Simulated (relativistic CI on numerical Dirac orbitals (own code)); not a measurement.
# Cr2+: L-alpha,beta X-ray emission

Computed with this model: Dirac-Coulomb-Breit CI, separate exchange-only KLI orbitals for each configuration, model QED (radiative potential, 1s self-energy scaled to tabulated hydrogen-like ionisation energies), valence Slater integrals scaled by 0.8, multiplet model of X-ray emission after core ionisation; configurations [Ar] 3d4 → [He] 2s2 2p5 3s2 3p6 3d4 → [Ar] 3d3; 300 K; Lorentzian 0.6 eV and Gaussian 0.5 eV FWHM. Energies are those of the free ion, without screening or charge transfer. S is read from ⟨S²⟩ = S(S + 1).

Field parameters in Wybourne normalisation: D3d B²₀ = −7Dσ, B⁴₀ = −14Dq − 21Dτ, B⁴₃ = −14√(10/7) Dq. The field is a parameter set, without covalency.

free ion: ground-state S = 2.00, centroid 583.15 eV. Peaks (eV, height): 574.4 (8), 575.7 (11), 577.3 (22), 580.2 (41), 583.9 (54), 585.6 (100), 588.0 (18).

D3d, 10Dq = 19300, Dσ = -1200, Dτ = 0 cm⁻¹: ground-state S = 1.03, centroid 581.58 eV. Peaks (eV, height): 576.7 (55), 577.9 (68), 580.8 (100), 581.6 (99), 585.2 (83), 588.0 (44).

D3d, 10Dq = 19300, Dσ = -720, Dτ = 0 cm⁻¹: ground-state S = 1.07, centroid 581.75 eV. Peaks (eV, height): 575.6 (45), 576.6 (54), 577.9 (63), 580.8 (100), 581.7 (93), 585.4 (91), 588.0 (50).

D3d, 10Dq = 19300, Dσ = -240, Dτ = 0 cm⁻¹: ground-state S = 1.18, centroid 582.27 eV. Peaks (eV, height): 576.7 (48), 577.9 (53), 580.7 (81), 585.5 (100), 588.0 (64).

D3d, 10Dq = 19300, Dσ = 240, Dτ = 0 cm⁻¹: ground-state S = 1.15, centroid 582.13 eV. Peaks (eV, height): 576.7 (51), 577.9 (54), 580.7 (86), 585.5 (100), 588.0 (63).

D3d, 10Dq = 19300, Dσ = 1200, Dτ = 0 cm⁻¹: ground-state S = 1.01, centroid 581.35 eV. Peaks (eV, height): 576.7 (54), 577.7 (62), 580.8 (100), 584.6 (69), 587.1 (32), 588.0 (30).

Strongest unbroadened transitions for D3d, 10Dq = 19300, Dσ = 1200, Dτ = 0 cm⁻¹:

```csv
Energy (eV),Relative strength
576.80,36.9
577.66,100.0
577.70,89.2
577.78,34.1
578.82,39.6
579.13,33.9
579.84,46.2
579.89,45.3
580.40,40.3
580.82,39.6
580.85,42.2
581.46,38.0
581.85,67.3
584.45,32.3
585.41,33.1
585.59,41.8
588.12,36.1
588.57,32.9
```
